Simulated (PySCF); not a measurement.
System: methyl-bis(sulfanyl)borane, CH₅BS₂, net charge 0, singlet state. 
Geometry from a B3LYP-D3(BJ)/def2-TZVP (Ansatz) optimisation:
```xyz
9

C     -1.8215    -0.1616    -0.5308
B     -0.3208    -0.0318    -0.0936
S      0.4834     1.5635     0.1837
S      0.6355    -1.5441     0.1401
H     -2.1488    -1.1948    -0.6545
H     -1.9895     0.3597    -1.4776
H     -2.4760     0.3123     0.2063
H     -0.5715     2.3475    -0.0990
H      1.8163    -1.0075     0.4964
```
Charge 0, spin multiplicity 1.

Dispersion corrections to the total energy (kcal/mol) from the dftd3 and dftd4 libraries through PySCF: D3(BJ) without and D4 with the three-body term, each with the damping fitted for the functional named.

```tsv
functional	D3(BJ)	D4
BLYP	-11.05	-10.73
PW6B95	-2.80	-4.11
BP86	-8.55	[?]
TPSSh	[?]	-5.95
PBE0	-4.46	-4.11
PBE	-5.01	[?]
B3LYP	-9.08	-7.91
```

Task: What belongs in the gaps?

Result: 
- BP86, D4: -6.63
- TPSSh, D3(BJ): -5.99
- PBE, D4: -4.86
